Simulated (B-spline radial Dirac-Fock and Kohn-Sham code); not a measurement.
Relativistic shifts of the levels of Ga²⁵⁺

System: the Ga²⁵⁺ ion in the configuration [He] 2s2 2p2.

Both columns are ΔSCF binding energies of the configuration average from a radial finite-basis atomic code: non-relativistic Hartree-Fock with a point nucleus, and Dirac-Fock with a finite nucleus and the Coulomb interaction alone, averaged over the two j levels with weights 2j+1.

```
shell  Hartree-Fock (eV)  Dirac-Fock (eV)  shift (eV)  shift (%)
   1s            11864.3          12014.0     +149.68      +1.26
   2s             2588.7           2629.3      +40.58      +1.57
   2p             2515.5           2530.2      +14.66      +0.58
```

Relativity binds 1s, 2s, 2p more strongly, among those listed most of all 2s in relative terms.

Values without a named source are computed, but for edge energies of neutral atoms, which are taken from tables.
